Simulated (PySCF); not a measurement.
CH5Si, SMILES C[SiH2] (connectivity only; charge and spin as stated), charge +1, multiplicity 1.

Geometry: B3LYP-D3(BJ)/def2-TZVP. The spin state was assumed, not searched. The isomer is the one that the SMILES or the coordinates give; other isomers of the formula were not compared.

Calculation: CAM-B3LYP/def2-TZVPD run with PySCF.

Symmetry labels are those of the subgroup Cs that the program uses (full group Cs).

Computed valence orbital energies around the gap with their symmetry:
```csv
orbital,symmetry,energy (eV)
HOMO−7,A",-108.97
HOMO−6,A',-108.95
HOMO−5,A',-27.85
HOMO−4,A',-22.75
HOMO−3,A",-19.51
HOMO−2,A',-19.07
HOMO−1,A",-17.94
HOMO,A',-17.66
LUMO,A',-8.05
LUMO+1,A',-4.43
LUMO+2,A',-3.95
LUMO+3,A',-3.13
```
